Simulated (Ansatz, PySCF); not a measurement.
Gas-phase reaction R1 + R2 → P1 + P2, each structure at its B3LYP-D3(BJ)/def2-TZVP stationary point, reached from a drawn start (curvature not checked).
R1: Cl2CrO2 (SMILES [O]=[Cr](=[O])([Cl])[Cl]), charge 0, multiplicity 1.
P1: ClCrHO2 (SMILES [O]=[CrH](=[O])[Cl]), charge 0, multiplicity 1.
R2: H2 (SMILES [H][H]), charge 0, multiplicity 1.
P2, HCl (SMILES Cl) (charge 0, multiplicity 1):
```xyz
2

Cl     0.000     0.000     0.641
H      0.000     0.000    -0.641
```

P less R. No zero-point or thermal terms; no spin–orbit coupling.

Correlated levels freeze the cores.

Codes used: Ansatz (a quantum-chemistry and plane-wave program) with Gaussian orbitals; PySCF for the D3/D4 terms. No computed number here is a measurement.

Problem. Predict the reaction energy from CCSD/def2-TZVPP.

Solution. 42 kJ/mol

Problem. Predict the reaction energy from SCS-MP2/def2-QZVPP.

Solution. 157 kJ/mol

Problem. Give the reaction energy at the level CAM-B3LYP-D3(BJ)/def2-TZVPP.

Solution. 66 kJ/mol
